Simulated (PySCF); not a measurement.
Species: C4H7BS.
Atom-mapped SMILES: `[BH2:1][C@@H:2]1[CH:3]=[CH:4][S:5][CH2:6]1` (hydrogens: H7, H8 on B1; H9 on C2; H10 on C3; H11 on C4; H12, H13 on C6)

Method: PBE0-D3(BJ)/def2-SVP geometry optimisation, gas phase (PySCF); density fitting, grid level 1; the optimiser is geomeTRIC in internal coordinates, started from a GFN2-xTB structure with every atom displaced at random (about 0.01 Å).

Step 0: E = -15755.8681 eV
```
atom  x, y, z in Å  |  force x, y, z in eV/Å
B1     -1.2210   -0.9049    0.3833    0.723   1.495  -0.603
C2     -0.5588    0.1092   -0.6275    0.131   0.317   1.175
C3      0.6007   -0.8121   -0.4256    1.385   0.543   1.054
C4      1.5607   -0.3564    0.4620   -3.075   0.833  -1.363
S5      1.2367    1.2345    1.0520    0.265   0.222   0.276
C6     -0.1541    1.4959   -0.1157    0.289  -0.553  -0.082
H7     -1.2286   -0.6390    1.5234    0.108   0.156   0.953
H8     -1.7320   -1.8480   -0.0255   -0.635  -1.415  -0.553
H9     -0.8875    0.1574   -1.6408   -0.528  -0.169  -1.065
H10     0.7185   -1.7454   -0.9331    0.040  -0.748  -0.448
H11     2.4056   -0.8640    0.8070    1.566  -1.036   0.561
H12    -0.9479    1.9975    0.4263   -0.379   0.234   0.243
H13     0.1927    2.1544   -0.9198    0.110   0.120  -0.148
```

Step 1: E = -15756.0579 eV
```
atom  x, y, z in Å  |  force x, y, z in eV/Å
B1     -1.1219   -0.8779    0.3851   -0.147  -0.189   0.145
C2     -0.5706    0.1447   -0.6581   -0.017   0.064  -0.314
C3      0.6030   -0.7915   -0.4846   -0.202  -0.158   0.070
C4      1.4242   -0.3865    0.5170    0.961  -0.283  -0.038
S5      1.1701    1.2126    1.1061   -0.044   0.101   0.085
C6     -0.1531    1.5131   -0.1392   -0.130   0.059   0.140
H7     -1.0414   -0.6081    1.5615   -0.098  -0.031  -0.034
H8     -1.6479   -1.9117    0.0232    0.079   0.109   0.009
H9     -0.9862    0.1602   -1.6778    0.004  -0.028   0.171
H10     0.7280   -1.7383   -1.0149    0.017   0.107   0.003
H11     2.3057   -0.9475    0.8889   -0.517   0.207  -0.106
H12    -0.9657    2.0374    0.3839   -0.031  -0.005  -0.079
H13     0.2408    2.1727   -0.9252    0.125   0.047  -0.052
```

Problem. Estimate the geometry and energy of step 2. (The exact step hangs on the optimiser's Hessian estimate; all steps are aligned on step 1, rigid shifts and turns removed.)

Solution. E = -15756.0770 eV, largest force 0.216 eV/Å
```
atom  x, y, z in Å  |  force x, y, z in eV/Å
B1     -1.1562   -0.8924    0.3938   -0.102   0.093  -0.033
C2     -0.5767    0.1441   -0.6331    0.126  -0.060   0.034
C3      0.6035   -0.7858   -0.4558    0.073  -0.204   0.000
C4      1.4866   -0.3677    0.4904   -0.148   0.078  -0.135
S5      1.1974    1.2270    1.0931    0.003   0.114   0.102
C6     -0.1454    1.5200   -0.1389   -0.035  -0.061   0.135
H7     -1.1560   -0.6635    1.5798    0.107   0.042  -0.004
H8     -1.6556   -1.9157   -0.0167    0.034   0.013  -0.028
H9     -0.9893    0.1491   -1.6495   -0.014  -0.025   0.004
H10     0.7198   -1.7292   -0.9889    0.016  -0.010  -0.035
H11     2.3527   -0.9288    0.8570   -0.099   0.039  -0.033
H12    -0.9562    2.0586    0.3713    0.021   0.026   0.001
H13     0.2604    2.1637   -0.9365    0.018  -0.046  -0.009
```

The energy changes by -0.0191 eV. The first-order estimate −F·Δx gives -0.0597 eV and the mean of the old and new forces, exact on a quadratic surface, -0.0201 eV. The step makes an angle of 76° with the force vector and moves no atom by more than 0.129 Å.

What follows is the cost of the whole optimisation. On Arm Neoverse V2, one thread, shared host with 96 logical CPUs at a one-minute load of 85, this took 43 s wall and 0.50 GiB of memory at its peak.
